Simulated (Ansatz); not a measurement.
Si18H28 was relaxed with PBE-D4 (def2-SVP) in Ansatz in these states: neutral singlet, neutral triplet. The geometries follow in no particular order.

Single mean-field runs in def2-SVP are fitted with def2-universal-jkfit.

A:

```xyz
46

Si   -3.004   -1.214   -1.099
Si    0.789   -0.816   -3.241
Si   -2.443    2.367    0.267
Si    1.296    2.520   -1.971
Si   -4.299   -0.228    2.308
Si   -1.383   -2.599    1.801
Si   -0.841    1.011    3.171
Si    2.529   -2.288   -0.100
Si    3.051    1.017    1.160
Si    4.299    0.227   -2.310
Si   -3.946    0.564    0.118
Si   -0.201    0.681   -1.662
Si   -0.787   -1.588   -0.285
Si    2.813   -1.601   -2.333
Si   -0.297    1.502    0.887
Si    3.353    1.932   -0.988
Si   -2.221   -0.897    3.197
Si    1.276   -0.595    1.047
H    -2.998   -0.964   -2.585
H    -3.805   -2.468   -0.833
H     1.090   -0.032   -4.499
H    -0.158   -1.932   -3.596
H    -2.356    3.159   -1.013
H    -2.892    3.297    1.371
H     1.503    2.725   -3.455
H     0.727    3.790   -1.392
H    -5.255   -1.395    2.283
H    -4.895    0.864    3.162
H    -2.479   -3.610    1.551
H    -0.208   -3.315    2.416
H    -1.617    2.180    3.735
H     0.409    0.832    3.995
H     1.851   -3.629    0.013
H     3.882   -2.382    0.567
H     2.757    2.065    2.203
H     4.313    0.289    1.564
H     4.524    0.724   -3.717
H     5.627   -0.194   -1.730
H    -5.252    1.003   -0.501
H    -1.525    1.105   -2.258
H    -0.210   -2.694   -1.142
H     3.375   -2.725   -3.171
H     0.631    2.697    0.927
H     4.280    3.123   -0.930
H    -2.398   -1.402    4.609
H     1.097   -1.108    2.460
```

B:

```xyz
46

Si   -1.657    2.712    2.269
Si   -0.710    2.651   -2.779
Si    1.670    0.736    2.384
Si    2.354    1.128   -1.481
Si   -1.091   -0.019    4.887
Si   -2.524   -0.750    1.443
Si    0.539   -2.730    2.739
Si   -1.499   -1.114   -2.349
Si    1.828   -2.634   -2.231
Si    1.091    0.020   -4.885
Si   -0.055    1.704    3.667
Si    0.261    1.976   -0.742
Si   -1.678    1.230    0.439
Si   -0.960    0.591   -3.886
Si    1.334   -1.236    1.102
Si    2.521   -0.566   -3.112
Si   -1.506   -1.731    3.330
Si    0.082   -1.970   -0.797
H    -1.243    4.104    1.867
H    -2.996    2.776    2.962
H     0.198    3.566   -3.563
H    -2.037    3.336   -2.572
H     2.403    1.805    1.620
H     2.653    0.168    3.387
H     2.867    2.388   -2.146
H     3.289    0.834   -0.338
H    -2.384    0.461    5.499
H    -0.183   -0.505    5.989
H    -3.841   -0.188    1.936
H    -2.861   -1.813    0.432
H     1.457   -2.801    3.935
H     0.339   -4.119    2.190
H    -2.833   -0.829   -1.713
H    -1.676   -2.370   -3.177
H     2.943   -3.320   -1.484
H     1.341   -3.542   -3.333
H     1.657    1.189   -5.652
H     0.910   -1.138   -5.833
H     0.616    2.698    4.586
H     0.682    3.208    0.033
H    -2.809    1.615   -0.492
H    -2.079    0.606   -4.902
H     2.755   -1.615    0.738
H     3.965   -0.577   -3.557
H    -2.504   -2.730    3.868
H    -0.628   -3.204   -0.280
```

Problem. Judge from the bond lengths which geometry belongs to which state (an estimate).

Solution. A is the neutral triplet (Si12–Si13 2.718 Å, Si15–Si18 2.626 Å, Si9–Si18 2.400 Å); B is the neutral singlet (Si12–Si13 2.390 Å, Si15–Si18 2.390 Å, Si9–Si18 2.354 Å).
